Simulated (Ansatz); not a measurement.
Ansatz results at the PBE0-D4/def2-TZVP geometry: HOMO–LUMO gap (PBE0/def2-TZVPP) 6.30 eV; HOMO energy (B3LYP/def2-TZVPP) -7.17 eV; HOMO energy (PBE0/def2-TZVPP) -7.41 eV.

Each molecule was computed in one conformer, which needn't be the lowest.

Q: Which molecule gave them?
A. `[CH3][Al]([OH])[SH]`
B. `C[S][AlH][Cl]`
C. `[SH][Al]([SH])[Br]`
D. `[CH3][Al]([SH])[Cl]`

A: B. The others give `[SH][Al]([SH])[Br]`: 7.04, -7.67, -7.95; `[CH3][Al]([OH])[SH]`: 7.45, -7.32, -7.58; `[CH3][Al]([SH])[Cl]`: 7.16, -7.59, -7.86.

B3LYP here is the variant with VWN-RPA as its local correlation; programs differ in this.
